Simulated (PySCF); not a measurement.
# r2SCAN on B (boron, neutral)

Configuration: [He] 2s1 2p1 3d1, one real determinant (an excited configuration). All numbers are calculated (PySCF 2.14, scalar relativity by spin-free X2C-1e, in aug-cc-pCVTZ-DK).

```json
{"Total energy": "-24.2211 hartree", "One-electron energy": "-31.0331 hartree", "Hartree (Coulomb) energy": "10.5903 hartree", "Exchange-correlation energy": "-3.7783 hartree", "⟨S²⟩": "3.7500", "⟨L²⟩": "8.005", "Sum of ⟨r⟩": "9.362 bohr", "Sum of ⟨r²⟩": "36.38 bohr²", "Traceless quadrupole moment −½Σ⟨3z² − r²⟩ along its main axis": "6.34 e·bohr²", "Langevin diamagnetic susceptibility": "-28.8 ×10⁻⁶ cm³/mol"}
```

```json
{"shell": "1s α", "electrons": "1", "mean orbital energy (eV)": "-191.27", "rms radius, mean of both spins (bohr)": "0.382"}
{"shell": "1s β", "electrons": "1", "mean orbital energy (eV)": "-190.31", "rms radius, mean of both spins (bohr)": "0.382"}
{"shell": "2s α", "electrons": "1", "mean orbital energy (eV)": "-15.413", "rms radius, mean of both spins (bohr)": "1.94"}
{"shell": "2p α", "electrons": "1", "mean orbital energy (eV)": "-9.687", "rms radius, mean of both spins (bohr)": "2.02"}
{"shell": "3d α", "electrons": "1", "mean orbital energy (eV)": "0.705", "rms radius, mean of both spins (bohr)": "5.32"}
```

⟨L²⟩ = 8.00 against 12 for a pure F term, so this real determinant mixes terms. The outer electron is Rydberg-like, and this basis confines it to a smaller radius and binds it less than a complete one would. At r2SCAN the highest occupied level has a positive energy, so only the finite basis holds that electron; for this excited configuration the basis is too tight for the outer shell.
